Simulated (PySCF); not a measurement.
C4H2BrCl, SMILES C#C/C(=C\Cl)Br. Atoms are numbered in the order given.

```xyz
8

C      2.6977     0.6941     0.0000
C      1.4978     0.4405     0.0000
C      0.1228     0.1207     0.0000
Br    -0.3095    -1.7489     0.0000
C     -0.9110     1.0039     0.0000
Cl    -0.6708     2.7091     0.0000
H      3.7538     0.9259     0.0000
H     -1.9601     0.6760     0.0000
```
Charge 0, spin multiplicity 1.

Coordinates come from a PBE-D3(BJ)/def2-SVP optimisation. The structure was generated by enumeration; whether it is a known compound was not checked.

Method: PySCF with PBE-D3(BJ)/def2-SVP.

Frequencies are harmonic and unscaled.

| mode | ν (cm⁻¹) | IR (km/mol) | moving atoms (share of kinetic energy) |
|---|---|---|---|
| 1 | 115 | 0.8 | C 57 %, Cl 24 %, H 12 % |
| 2 | 179 | 0.1 | C 70 %, Cl 16 % |
| 3 | 185 | 1.8 | C 65 %, Br 16 %, Cl 13 % |
| 4 | 256 | 7.1 | C 77 %, H 22 % |
| 5 | 281 | 0.8 | Cl 53 %, Br 33 %, C 13 % |
| 6 | 422 | 0.6 | C 82 %, Br 12 % |
| 7 | 573 | 1.2 | C 96 % |
| 8 | 618 | 33.0 | H 80 %, C 20 % |
| 9 | 662 | 21.1 | H 75 %, C 25 % |
| 10 | 699 | 34.1 | C 91 % |
| 11 | 773 | 19.9 | H 74 %, C 26 % |
| 12 | 809 | 97.2 | C 74 %, Cl 20 % |
| 13 | 1011 | 37.9 | C 72 %, H 27 % |
| 14 | 1244 | 2.3 | H 69 %, C 31 % |
| 15 | 1585 | 10.8 | C 98 % |
| 16 | 2145 | 10.3 | C 92 %, H 8 % |
| 17 | 3158 | 9.9 | H 91 %, C 9 % |
| 18 | 3406 | 85.7 | H 86 %, C 14 % |
